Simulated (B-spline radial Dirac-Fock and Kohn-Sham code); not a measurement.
**Binding energies of Lu in different valence configurations**

Calculated with a radial B-spline solver, using ΔSCF Dirac-Fock with Breit, self-energy and vacuum polarisation, finite nucleus, configuration average. The model has no electron correlation.

Reference: the tabulated ground configuration [Xe] 4f14 5d1 6s2, with 2p1/2 10356.9 eV, 2p3/2 9252.0 eV, 3p3/2 2035.5 eV, 3d5/2 1596.9 eV, 4p3/2 371.3 eV, 4d3/2 215.5 eV, Kα1 54065.0 eV, Kβ1 61281.4 eV, Lα1 7655.1 eV, Lβ2 9046.3 eV.

Shifts from the reference in eV.

```
        configuration  average energy   2p1/2   2p3/2   3p3/2   3d5/2   4p3/2   4d3/2    Kα1    Kβ1    Lα1    Lβ2
[Xe] 4f14 5d1 6s1 6p1           +2.28   +1.39   +1.39   +1.39   +1.39   +1.39   +1.39  -0.01  -0.01   0.00   0.00
        [Xe] 4f14 5d3           +5.91   -3.59   -3.60   -3.57   -3.55   -3.62   -3.58  +0.18  +0.15  -0.05  -0.01
    [Xe] 4f14 6s2 6p1           +0.30   +3.99   +3.99   +3.95   +3.94   +3.98   +3.94  -0.12  -0.08  +0.05  +0.04
    [Xe] 4f14 5d2 6s1           +2.63   -2.13   -2.14   -2.11   -2.10   -2.14   -2.12  +0.09  +0.06  -0.03  -0.01
    [Xe] 4f12 5d3 6s2          +22.12  +19.30  +19.53  +22.21  +21.85  +19.28  +18.06  -1.65  -4.34  -2.32  +1.64
    [Xe] 4f13 5d2 6s2           +7.46   +9.36   +9.46  +10.73  +10.56   +9.45   +8.86  -0.78  -2.05  -1.10  +0.67
[Xe] 4f13 5d1 6s2 6p1           +8.82  +13.57  +13.69  +14.92  +14.74  +13.65  +13.02  -0.91  -2.14  -1.05  +0.74
```
